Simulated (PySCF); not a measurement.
These 2 structures share the formula C5H3NS. Computed with PySCF, PBE0-D3(BJ)/def2-SVP geometry optimisation, gas phase. Energies are electronic, without zero-point or thermal terms, for one conformer each. No frequencies were run at this level. Point groups hold within 0.08 Å.

Question: Rank from lowest to highest electronic energy at this level (kcal/mol).
A. `c1ccsc1C#N`
B. `N#Cc1ccsc1`

Answer: B (0.0), A (0.3).

Neighbours under 2.5 kcal/mol apart (N#Cc1ccsc1 and N#Cc1cccs1) can change places with a better method, another conformer or zero-point energy.

```json
{"SMILES": "N#Cc1ccsc1", "E (Eh)": "-644.52535", "E rel (kcal/mol)": "0.0", "dipole (D)": "4.12", "point group": "Cs", "A, B, C (MHz)": "7104, 1490, 1232"}
{"SMILES": "N#Cc1cccs1", "E (Eh)": "-644.52495", "E rel (kcal/mol)": "0.3", "dipole (D)": "4.62", "point group": "Cs", "A, B, C (MHz)": "5386, 1815, 1357"}
```

How do the relative energies change in single points at PBE0/pcSseg-1 (no added dispersion term) on the same geometries?

| SMILES | PBE0-D3(BJ)/def2-SVP (kcal/mol) | PBE0/pcSseg-1 (kcal/mol) | shift |
| --- | --- | --- | --- |
| N#Cc1ccsc1 | 0.0 | 0.0 | 0.0 |
| N#Cc1cccs1 | 0.3 | 0.5 | +0.2 |

Each column counts from its own lowest isomer. The order is unchanged; the largest shift is 0.2 kcal/mol.

As an exercise, what shares would exp(−E/RT) give at 1000 K from these electronic energies alone (no entropy, no degeneracies)?

RT = 1.987 kcal/mol: N#Cc1ccsc1 53.2 %, N#Cc1cccs1 46.8 %.
